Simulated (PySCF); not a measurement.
Radial density of Cu²⁺ (copper, charge +2)

UHF, [Ar] 3d8 4p1, one real determinant (an excited configuration). Computed with PySCF 2.14 in aug-cc-pwCVTZ-DK with one added diffuse shell each of s, p, d, f, g type (11s10p8d5f4g, 152 functions), with the spin-free X2C one-electron Hamiltonian (Gaussian nucleus).

| r (bohr) | 4πr²ρ (e/bohr) | 4πr²(ρα − ρβ) |
| --- | --- | --- |
| 0.000925 | 0.2726 | 0.0000 |
| 0.00156 | 0.6806 | 0.0000 |
| 0.00262 | 1.663 | 0.0000 |
| 0.00440 | 3.919 | 0.0000 |
| 0.00740 | 8.696 | -0.0001 |
| 0.0125 | 17.35 | -0.0002 |
| 0.0209 | 28.79 | -0.0001 |
| 0.0352 | 35.38 | 0.0017 |
| 0.0593 | 30.25 | 0.0107 |
| 0.0997 | 30.38 | 0.0455 |
| 0.168 | 40.31 | 0.2152 |
| 0.282 | 23.49 | 0.9528 |
| 0.474 | 20.03 | 2.2765 |
| 0.798 | 17.95 | 1.9989 |
| 1.34 | 4.071 | 0.7234 |
| 2.26 | 0.7065 | 0.5043 |
| 3.80 | 0.1762 | 0.1745 |
| 6.39 | 0.003121 | 0.0031 |

Densities and radii are taken from the X2C orbitals without a picture-change correction, which distorts them close to the nucleus.

⟨L²⟩ = 14.02 against 20 for a pure G term, so this real determinant mixes terms.
